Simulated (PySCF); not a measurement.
Level sweep

Species: C₂H₃F₂GeN.
SMILES: `C#[C][Ge]([NH2])([F])[F]`

PySCF, dipoles from the SCF density, polarisabilities from static response with core orbitals frozen. Geometry: PBE0-D3(BJ)/def2-SVP, one conformer, isolated molecule. Relativistic effects, spin–orbit coupling among them, are left out although an element past zinc is present.

The anisotropy is √(½[(α1 − α2)² + (α2 − α3)² + (α3 − α1)²]).

| level | μ (D) | α (Å³) | anisotropy (Å³) |
| --- | --- | --- | --- |
| LDA/def2-SVPD | 3.479 | 8.75 | 3.93 |
| PBE/def2-SVPD | 3.393 | 8.71 | 3.91 |
| B3LYP/def2-SVPD | 3.507 | 8.37 | 3.78 |
| PBE0/def2-SVPD | 3.525 | 8.24 | 3.73 |
| BHandHLYP/def2-SVPD | 3.642 | 7.94 | 3.64 |
| CAM-B3LYP/def2-SVPD | 3.555 | 8.21 | 3.67 |
| wB97X-D/def2-SVPD | 3.536 | 8.22 | 3.60 |
| LC-wPBE/def2-SVPD | 3.530 | 8.03 | 3.54 |
| HF/def2-SVPD | 3.760 | 7.51 | 3.49 |
| PBE0/6-31G* | 3.416 | 6.53 | 4.53 |
| PBE0/def2-SVP | 3.485 | 6.50 | 4.49 |
| PBE0/aug-cc-pVDZ | 3.429 | 8.41 | 3.74 |
| PBE0/def2-TZVP | 3.412 | 7.63 | 4.16 |
| PBE0/def2-TZVPD | 3.410 | 8.45 | 3.72 |

The dipole runs from 3.39 D (PBE/def2-SVPD) to 3.76 D (HF/def2-SVPD). No reference polarisability is at hand; against PBE0 in the largest diffuse basis at hand (def2-TZVPD) the other PBE0 rows deviate by 6-31G* -23%, def2-SVP -23%, def2-SVPD -2%, aug-cc-pVDZ -1%, def2-TZVP -10%. In one basis (def2-SVPD) the functionals order the polarisability from HF (lowest) to LDA (highest), a spread of 17%. With PBE0 the polarisability is 6.89 Å³ without diffuse functions (mean of 6-31G*, def2-SVP and def2-TZVP) and 8.37 Å³ with them (mean of def2-SVPD, aug-cc-pVDZ and def2-TZVPD).
